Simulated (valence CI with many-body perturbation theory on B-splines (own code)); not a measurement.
## E1 line list for W LXII

Method: relativistic CI+MBPT: three valence electrons over a frozen Dirac-Fock core [Ne], a basis of 11 s, 11 p, 9 d, 7 f, 5 g, 2 h, 1 i functions for each j, with the one-electron correlation potential Σ1 (screened to all orders), the two-electron term Σ2, the three-electron term Σ3, Breit, model QED; selected single and double excitations, second order for the rest (own B-spline code, finite nucleus).

The last digits are not significant, and no measured levels were compared; by estimate large intervals hold to a few tenths of a per cent, small ones and those within an open d or f shell to about a per cent.

Lines 151 to 200 of 252 in falling wavelength, among levels below 11775 × 10³ cm⁻¹, chosen from the strongest by gf and those to the six lowest levels. Wavelengths and rates use the calculated energies. Electric multipoles are in the length gauge, E1 and E2 with the static RPA response of the core. Weak lines are less certain than strong ones. Lines between different terms over intervals too small for the method are left out, as are lines whose strength nearly cancels. The highest levels of a list are the least certain.

Levels are named by their leading jj configuration (3d3/2^4 stands for four electrons in 3d with j = 3/2), which in mixed levels can hold well under half, so a name can repeat and another be missing. Letters in brackets count levels of one name in rising energy.

| λ vac (Å) | Upper | Lower | A (s⁻¹) | log gf | Branch % |
| --- | --- | --- | --- | --- | --- |
| 21.97 | (3p1/2 3p3/2 3d3/2) J=5/2 [b] | (3s 3p1/2 3d3/2) J=5/2 | 3.76e+11 | -0.79 | 12.5 |
| 21.94 | (3p1/2 3p3/2^2) J=3/2 | (3s 3p1/2 3p3/2) J=3/2 [a] | 1.32e+12 | -0.42 | 41.5 |
| 21.94 | (3s 3d3/2 3d5/2) J=7/2 [a] | (3s 3p1/2 3d5/2) J=5/2 [b] | 2.08e+11 | -0.92 | 8.0 |
| 21.92 | (3s 3d3/2^2) J=3/2 | (3s 3p1/2 3d3/2) J=1/2 | 1.90e+12 | -0.26 | 46.8 |
| 21.66 | (3s 3d3/2^2) J=5/2 | (3s 3p1/2 3d3/2) J=3/2 [b] | 2.74e+12 | 0.06 | 59.0 |
| 21.58 | (3s 3p3/2 3d3/2) J=3/2 [a] | (3s 3p1/2 3p3/2) J=5/2 | 2.42e+11 | -1.17 | 10.9 |
| 21.55 | (3p1/2 3p3/2 3d3/2) J=3/2 [b] | (3s 3p1/2 3d3/2) J=3/2 [a] | 3.88e+11 | -0.97 | 11.3 |
| 21.54 | (3s 3d3/2 3d5/2) J=7/2 [a] | (3s 3p1/2 3d5/2) J=7/2 | 1.53e+12 | -0.07 | 58.6 |
| 21.52 | (3p1/2 3p3/2 3d5/2) J=3/2 [b] | (3s 3p1/2 3d5/2) J=5/2 [a] | 3.61e+11 | -1.00 | 18.7 |
| 21.51 | (3p1/2 3p3/2 3d3/2) J=5/2 [b] | (3s 3p1/2 3d3/2) J=3/2 [a] | 8.10e+11 | -0.47 | 26.9 |
| 21.50 | (3p3/2^3) J=3/2 | (3s 3p3/2^2) J=5/2 | 9.46e+11 | -0.58 | 16.5 |
| 21.46 | (3s 3d3/2 3d5/2) J=5/2 [a] | (3s 3p1/2 3d5/2) J=7/2 | 3.55e+11 | -0.83 | 15.8 |
| 21.44 | (3s 3p3/2 3d3/2) J=3/2 [b] | (3s 3p1/2 3p3/2) J=1/2 | 1.23e+12 | -0.47 | 28.7 |
| 21.42 | (3s 3p3/2 3d3/2) J=5/2 [a] | (3s 3p1/2 3p3/2) J=5/2 | 1.97e+12 | -0.09 | 66.0 |
| 21.37 | (3p1/2 3p3/2 3d3/2) J=1/2 [b] | (3s 3p1/2 3d3/2) J=3/2 [a] | 6.78e+11 | -1.03 | 24.3 |
| 21.32 | (3s 3p3/2 3d3/2) J=7/2 | (3s 3p1/2 3p3/2) J=5/2 | 1.61e+12 | -0.06 | 98.2 |
| 21.30 | (3p1/2 3p3/2^2) J=1/2 | (3s 3p1/2 3p3/2) J=3/2 [a] | 2.97e+11 | -1.39 | 12.2 |
| 21.21 | (3s 3d3/2 3d5/2) J=5/2 [b] | (3s 3p1/2 3d5/2) J=3/2 | 9.71e+11 | -0.41 | 30.7 |
| 21.07 | (3s 3p3/2 3d3/2) J=3/2 [b] | (3s 3p1/2 3p3/2) J=3/2 [b] | 1.87e+12 | -0.30 | 43.8 |
| 21.07 | (3s 3p1/2 3d3/2) J=1/2 | (3s 3p1/2^2) J=1/2 | 2.31e+12 | -0.51 | 98.5 |
| 21.06 | (3p1/2 3p3/2 3d3/2) J=3/2 [b] | (3p1/2^2 3p3/2) J=3/2 | 2.46e+12 | -0.19 | 71.7 |
| 21.03 | (3s 3d3/2 3d5/2) J=5/2 [b] | (3s 3p1/2 3d5/2) J=5/2 [b] | 1.51e+12 | -0.22 | 47.7 |
| 21.03 | (3s 3d3/2 3d5/2) J=3/2 [b] | (3s 3p1/2 3d5/2) J=3/2 | 1.76e+12 | -0.33 | 57.9 |
| 21.03 | (3s 3d3/2 3d5/2) J=7/2 [a] | (3s 3p1/2 3d5/2) J=5/2 [a] | 6.01e+11 | -0.50 | 23.1 |
| 21.02 | (3s 3d3/2 3d5/2) J=7/2 [b] | (3s 3p1/2 3d5/2) J=5/2 [b] | 1.53e+12 | -0.09 | 74.3 |
| 21.02 | (3p1/2 3p3/2 3d3/2) J=5/2 [b] | (3p1/2^2 3p3/2) J=3/2 | 4.11e+11 | -0.79 | 13.6 |
| 20.95 | (3s 3d3/2 3d5/2) J=9/2 | (3s 3p1/2 3d5/2) J=7/2 | 2.12e+12 | 0.14 | 85.9 |
| 20.95 | (3s 3d3/2^2) J=1/2 | (3s 3p1/2 3d3/2) J=3/2 [b] | 2.77e+12 | -0.44 | 57.3 |
| 20.94 | (3s 3d3/2 3d5/2) J=5/2 [a] | (3s 3p1/2 3d5/2) J=5/2 [a] | 1.31e+12 | -0.29 | 58.3 |
| 20.92 | (3s 3p3/2 3d3/2) J=3/2 [a] | (3s 3p1/2 3p3/2) J=3/2 [a] | 1.90e+12 | -0.30 | 85.5 |
| 20.89 | (3p1/2 3p3/2 3d3/2) J=1/2 [b] | (3p1/2^2 3p3/2) J=3/2 | 1.16e+12 | -0.82 | 41.4 |
| 20.86 | (3s 3d3/2 3d5/2) J=3/2 [b] | (3s 3p1/2 3d5/2) J=5/2 [b] | 7.19e+11 | -0.73 | 23.6 |
| 20.85 | (3s 3p3/2 3d3/2) J=1/2 [a] | (3s 3p1/2 3p3/2) J=3/2 [a] | 1.41e+12 | -0.74 | 82.1 |
| 20.83 | (3s 3p1/2 3d3/2) J=3/2 [b] | (3s 3p1/2^2) J=1/2 | 3.33e+12 | -0.06 | 99.2 |
| 20.78 | (3s 3p3/2 3d3/2) J=1/2 [b] | (3s 3p1/2 3p3/2) J=1/2 | 2.25e+12 | -0.54 | 40.8 |
| 20.77 | (3s 3p3/2 3d3/2) J=5/2 [a] | (3s 3p1/2 3p3/2) J=3/2 [a] | 6.77e+11 | -0.58 | 22.7 |
| 20.75 | (3s^2 3d3/2) J=3/2 | (3s^2 3p1/2) J=1/2 | 3.65e+12 | -0.03 | 100.0 |
| 20.73 | (3s 3d3/2 3d5/2) J=3/2 [a] | (3s 3p1/2 3d5/2) J=5/2 [a] | 1.62e+12 | -0.38 | 74.8 |
| 20.71 | (3s 3d3/2^2) J=1/2 | (3s 3p1/2 3d3/2) J=1/2 | 2.03e+12 | -0.58 | 41.9 |
| 20.68 | (3s 3d3/2 3d5/2) J=1/2 | (3s 3p1/2 3d5/2) J=3/2 | 3.03e+12 | -0.41 | 84.1 |
| 20.62 | (3s 3p3/2 3d3/2) J=5/2 [b] | (3s 3p1/2 3p3/2) J=3/2 [b] | 7.29e+11 | -0.55 | 14.7 |
| 20.52 | (3s 3d3/2^2) J=3/2 | (3s 3p1/2 3d3/2) J=3/2 [a] | 1.86e+12 | -0.33 | 45.6 |
| 20.48 | (3s 3d3/2^2) J=5/2 | (3s 3p1/2 3d3/2) J=5/2 | 1.75e+12 | -0.18 | 37.7 |
| 20.43 | (3s 3p3/2 3d3/2) J=1/2 [b] | (3s 3p1/2 3p3/2) J=3/2 [b] | 2.13e+10 | -2.57 | 0.4 |
| 20.34 | (3s 3p3/2 3d3/2) J=3/2 [b] | (3s 3p1/2 3p3/2) J=5/2 | 5.24e+08 | -3.89 | 0.0 |
| 19.92 | (3s 3p3/2 3d3/2) J=5/2 [b] | (3s 3p1/2 3p3/2) J=5/2 | 2.13e+11 | -1.12 | 4.3 |
| 19.75 | (3s 3p3/2 3d3/2) J=3/2 [b] | (3s 3p1/2 3p3/2) J=3/2 [a] | 3.43e+10 | -2.10 | 0.8 |
| 19.44 | (3s 3p3/2 3d5/2) J=5/2 [a] | (3s 3p1/2 3p3/2) J=3/2 [b] | 4.65e+10 | -1.80 | 6.0 |
| 19.35 | (3s 3p3/2 3d3/2) J=5/2 [b] | (3s 3p1/2 3p3/2) J=3/2 [a] | 5.70e+09 | -2.72 | 0.1 |
| 19.19 | (3s 3p3/2 3d3/2) J=1/2 [b] | (3s 3p1/2 3p3/2) J=3/2 [a] | 2.51e+09 | -3.56 | 0.0 |
